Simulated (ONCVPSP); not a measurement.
## boron, ONCV: configuration errors across variants

* Element: B
* Generator: ONCVPSP 4.0.1
* Type: optimised norm-conserving Vanderbilt (ONCV)
* Functional: LDA (Perdew-Zunger)
* Relativity: scalar-relativistic
* Frozen core: [He]
* Valence charge: 3
* Reference configuration: 2s1 (charge +2)
* Partial waves: 2s: rc 1.40 bohr, ncon 4, nbas 7, qcut 6 1/bohr, 2 projectors, debl 1.2 Ha; p scattering state at 0.23 Ha: rc 1.35 bohr, ncon 5, nbas 8, qcut 4.8 1/bohr, 2 projectors, debl 3.9 Ha
* Local potential: polynomial inside 0.95 bohr (lpopt 5, dvloc0 0 Ha)
* Core correction: Teter function, fcfact 4.75, rcfact 1.65

In the p channel the program set the typed energies aside and used 0.050, 3.950 Ha.

All-electron excitation energies from the reference (eV): (1) 2s2 2p1 -33.631; (2) 2s2 -25.305; (3) 2s2 2p0.5 -30.688; (4) 2s1 2p1 -19.348.

1 further variants failed, have other tests or too few solved ones, and are left out.

Errors AE − PS in meV (a dash: test not solved or not reliable):

```csv
change,(1),(2),(3),(4),bound ghosts,GHOST(+) flags above zero
base,-20,-12,-17,-2.7,none,none
"all radii but the core radius scaled by about 0.80 (s 1.12, p 1.08 bohr); local potential polynomial inside 0.76 bohr (lpopt 5, dvloc0 0 Ha)",-34,-12,-24,-18,none,s
"all radii but the core radius scaled by about 0.90 (s 1.26, p 1.22 bohr); local potential polynomial inside 0.86 bohr (lpopt 5, dvloc0 0 Ha)",-28,-11,-21,-12,none,none
"all radii but the core radius scaled by about 1.30 (s 1.82, p 1.76 bohr); local potential polynomial inside 1.24 bohr (lpopt 5, dvloc0 0 Ha)",-8.4,-21,-16,+18,none,none
```

Give the same row for: all radii but the core radius scaled by about 1.08 (s 1.52, p 1.46 bohr); local potential polynomial inside 1.02 bohr (lpopt 5, dvloc0 0 Ha).

-13, -13, -13, +7.5; bound ghosts: none; GHOST(+) flags above zero: none.
